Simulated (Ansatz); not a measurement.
Isomers of CH$_{4}$AlBF$_{2}$Si, relaxed with PBE0-D4/def2-TZVP in Ansatz; electronic energies, one conformer each and not always the lowest. Functionals use def2-TZVPP; CBS adds triple-zeta CCSD(T) − MP2 to the MP2 limit of def2-TZVPP and def2-QZVPP.

(1) Order them by energy at frozen-core CCSD(T)/CBS, lowest first. (An estimate is asked.)
A. `FC1[BH][Al]([F])[SiH2]1`
B. `FB1C[Si]1(F)[AlH2]`
C. `F[CH]1[SiH2][BH][Al]1[F]`

(2) How do B2PLYP, B3LYP-D4, MP2/CBS(def2), PBE0-D4 place them (kcal/mol, against `FB1C[Si]1(F)[AlH2]`)? (Best estimate.)

Results:

(1) B (0.0 kcal/mol), A (24.4 kcal/mol), C (26.9 kcal/mol).

(2) The calculation gave: 
```
                    isomer  B2PLYP  B3LYP-D4  MP2/CBS(def2)  PBE0-D4
 `FC1[BH][Al]([F])[SiH2]1`    25.8      25.7           26.2     24.2
`F[CH]1[SiH2][BH][Al]1[F]`    28.9      29.5           26.3     25.9
```

B3LYP here is the variant with VWN-RPA as its local correlation; programs differ in this.
